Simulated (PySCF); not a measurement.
An unknown shows these calculated signals:

¹H NMR (600 MHz, computed): δ 5.10 (m, 1H), 2.59 (m, 1H), 2.42 (m, 1H), 2.36 (m, 1H), 2.19 (m, 1H), 2.12 (s, 3H), 2.06 (m, 1H), 2.02 (m, 1H), 2.02 (m, 1H).

¹³C{¹H} NMR (computed): δ 176.2 (C), 24.1 (CH3), 22.1 (CH2), 21.3 (CH), 21.1 (CH2), 20.3 (CH2).

[PySCF 2.14.0 with density-fitted response routines: GFN2-xTB structure; GIAO PBE0/pcSseg-1 shieldings; non-relativistic; equivalent nuclei averaged; isolated molecule; a single conformation]

δ = σ(ref) − σ, references computed at the same level: TMS for ¹H (31.72 ppm) and ¹³C (186.93 ppm).

Task: Which of these does the molecule contain: a non-aromatic C=C double bond, an ester, a (CH3)2CH unit, a Si–H bond?

Result: 
- A non-aromatic C=C double bond: no.
- An ester: no.
- A (CH3)2CH unit: no.
- A Si–H bond: yes (δH 5.10 (m)).

The data belong to `C1([Si@@H](OC(C)=O)F)CCC1`, C6H11FO2Si; they needn't prove each group on their own.

Carbon signals by region: 1 in the far downfield region (above 160 ppm), 5 below 50 ppm. Above 160 ppm: 176.2, carbonyl carbon.

Splittings by ¹⁹F in the carbon and heteronuclear signals aren't shown, as no couplings were computed. Shifts are as computed. Against solution values, carbons near 30 ppm lie about +3 ppm off and those near 130 ppm about +5 ppm. Of 1211 compounds with measured shifts, 218 miss one by over three times the rms of a fit or turn the order of signals round; such compounds aren't used in these exercises. Multiplicities follow the n + 1 count of equivalent neighbours, as no J values were calculated; m marks all less simple cases, F and P coupling included.
